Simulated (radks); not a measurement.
Values are calculated unless marked as measured or tabulated.
All-electron atom: Pt4+ in [Xe] 4f14 5d6.

Code: a radial shooting solver on a logarithmic mesh with Libxc functionals. Model: scalar-relativistic Kohn-Sham, PBE, spin-unpolarised, spherical densities, point nucleus.

Energy parts (hartree):
total: -18409.5826
kinetic: 20537.9160
electron-nucleus: -45615.2452
Hartree: 7020.2335
exchange-correlation: -352.4868

Orbitals (lengths in bohr, moments of r in powers of bohr):
1s: occ. 2; eigenvalue (hartree) -2884.492; <r^4> 4.513e-07
2s: occ. 2; eigenvalue (hartree) -508.2903; <r^4> 0.00006651
2p: occ. 6; eigenvalue (hartree) -440.6937; <r^4> 0.00005365
3s: occ. 2; eigenvalue (hartree) -120.8442; <r^4> 0.002412
3p: occ. 6; eigenvalue (hartree) -101.1630; <r^4> 0.002641
3d: occ. 10; eigenvalue (hartree) -79.84308; <r^4> 0.002032
4s: occ. 2; eigenvalue (hartree) -27.45363; <r^4> 0.05457
4p: occ. 6; eigenvalue (hartree) -21.00047; <r^4> 0.07296
4d: occ. 10; eigenvalue (hartree) -13.16881; <r^4> 0.1021
5s: occ. 2; eigenvalue (hartree) -5.60673; <r^4> 1.450
4f: occ. 14; eigenvalue (hartree) -4.46568; <r^4> 0.2163
5p: occ. 6; eigenvalue (hartree) -3.89642; <r^4> 2.601
5d: occ. 6; eigenvalue (hartree) -1.93775; <r^4> 8.876

The highest occupied level is 5d at -52.729 eV. The density falls to 0.001 e/bohr^3 at r = 3.14 bohr. For comparison, the ionisation energy in NIST's Atomic Spectra Database is 56 eV (theoretical). In exact Kohn-Sham theory the highest level is minus the ionisation energy, but local and semilocal functionals leave it too shallow, through self-interaction and a potential that decays too fast; potentials with the right tail come closer. Summed over all electrons, <r^2> = 33.49 bohr^2, which gives a Langevin (diamagnetic) susceptibility term of -26.5 x 10^-6 cm^3/mol.

Beside tabulated values, note that spin-unpolarised runs miss the spin-polarisation part of the exchange energy of open shells.
